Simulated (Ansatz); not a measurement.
Born–Oppenheimer molecular dynamics of CH$_{6}$AlBOSi (11 atoms, charge 0, multiplicity 1). It starts from a relaxed structure.

These are results of Ansatz, RKS BLYP/STO-3G, not measurements.

```json
{
  "ensemble": "NVE (Milne-controlled integrator)",
  "time step": "0.5 fs",
  "steps asked": "150",
  "starting velocities drawn for": "300 K",
  "masses": "H 10 u",
  "seed": "29069"
}
```

First frame:

```xyz
11
Properties=species:S:1:pos:R:3
B -1.415 -0.344 0.083
C -0.160 -0.581 1.025
Si 1.274 0.476 0.296
O 0.953 0.644 -1.397
Al -0.685 0.213 -1.744
H -2.510 -0.383 0.531
H -0.330 -0.443 2.112
H 0.153 -1.644 0.893
H 2.592 -0.131 0.472
H 1.303 1.790 0.940
H -1.110 0.344 -3.189
```

**Question.** How far do the bonds stretch over the last three quarters of this one trajectory? (Pairs bonded in most of those frames.)

**Answer.** 
```
   bond  mean (Å)  spread (Å)  shortest  longest
  B1–C2     1.586       0.022      1.54     1.61
 B1–Al5     2.039       0.013      2.02     2.06
  B1–H6     1.185       0.020      1.15     1.22
 C2–Si3     1.926       0.034      1.87     1.98
  C2–H7     1.115       0.039      1.05     1.18
  C2–H8     1.115       0.024      1.07     1.16
 Si3–O4     1.732       0.011      1.71     1.75
Si3–Al5     2.830       0.035      2.78     2.88
 Si3–H9     1.456       0.024      1.41     1.50
Si3–H10     1.464       0.013      1.44     1.49
 O4–Al5     1.726       0.013      1.71     1.75
Al5–H11     1.505       0.025      1.47     1.55
```

Mean temperature of the second half: 139 K. The conserved energy stayed within 0.0015 meV per atom of its start (net change -0.00027 meV per atom), so the integration is sound. The temperature averaged 0.46 of the 300 K drawn at the start: a run that starts near a minimum puts about half its kinetic energy into the potential. A run of 0.075 ps of so small a system gives no equilibrium averages. Limits of this set-up: minimal basis.

The run took 3.5 min on 1 thread of Arm Neoverse V2, on a shared host, peak memory 0.08 GiB.
